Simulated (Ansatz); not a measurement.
Be₃Br₄⁺, 7 atoms. Hardware: 4 threads of Intel Xeon on a shared host.

Correlated methods freeze 36 core orbitals; core or outer-core shells of Br are correlated, in sets that lack core-valence functions.

**Question.** How many basis functions does each of these Ansatz runs have, and roughly what does it cost? B2PLYP/def2-TZVP, charge 1 doublet, energy, from earlier orbitals; r2SCAN-D4/def2-TZVP, charge 1 doublet, energy, from earlier orbitals; MP2/def2-TZVP, charge 1 doublet, energy, from earlier orbitals; HF/STO-3G, charge 1 doublet, energy; HF/def2-TZVP, charge 1 doublet, energy, from earlier orbitals; PBE-D4/def2-SVP, charge 1 doublet, energy, from earlier orbitals; PBE0-D4/def2-TZVP, charge 1 doublet, energy, from earlier orbitals; RPA@PBE/def2-TZVP, charge 1 doublet, energy, from earlier orbitals; PBE0-D4/def2-SVP, charge 1 doublet, relaxation, 12 steps; PBE-D4/def2-SVP, charge 1 doublet, energy with a search over starts; PBE-D4/def2-TZVP, charge 1 doublet, energy and forces, from earlier orbitals; PBE0-D4/def2-SVP, charge 1 doublet, energy, from earlier orbitals.

**Answer.** Other jobs shared the machine, so times can vary by a factor of up to 3. A dash marks memory too small to be measured apart from the calling script's.

```tsv
run	functions	fitting or Cholesky vectors	wall time	peak host memory (GiB)
PBE-D4/def2-SVP, charge 1 doublet, energy, from earlier orbitals	155	1782	6 s	–
HF/STO-3G, charge 1 doublet, energy	87	938	7 s	–
PBE-D4/def2-SVP, charge 1 doublet, energy with a search over starts	155	1782	8 s	–
PBE-D4/def2-TZVP, charge 1 doublet, energy and forces, from earlier orbitals	249	1927	12 s	–
PBE0-D4/def2-SVP, charge 1 doublet, energy, from earlier orbitals	155	1596	14 s	0.75
RPA@PBE/def2-TZVP, charge 1 doublet, energy, from earlier orbitals	249	1759	23 s	0.82
HF/def2-TZVP, charge 1 doublet, energy, from earlier orbitals	249	1759	23 s	1.2
r2SCAN-D4/def2-TZVP, charge 1 doublet, energy, from earlier orbitals	249	1927	26 s	0.58
PBE0-D4/def2-TZVP, charge 1 doublet, energy, from earlier orbitals	249	1759	27 s	1.2
MP2/def2-TZVP, charge 1 doublet, energy, from earlier orbitals	249	1759	28 s	1.2
B2PLYP/def2-TZVP, charge 1 doublet, energy, from earlier orbitals	249	1759	36 s	1.2
PBE0-D4/def2-SVP, charge 1 doublet, relaxation, 12 steps	155	1696	2.4 min	0.88
```
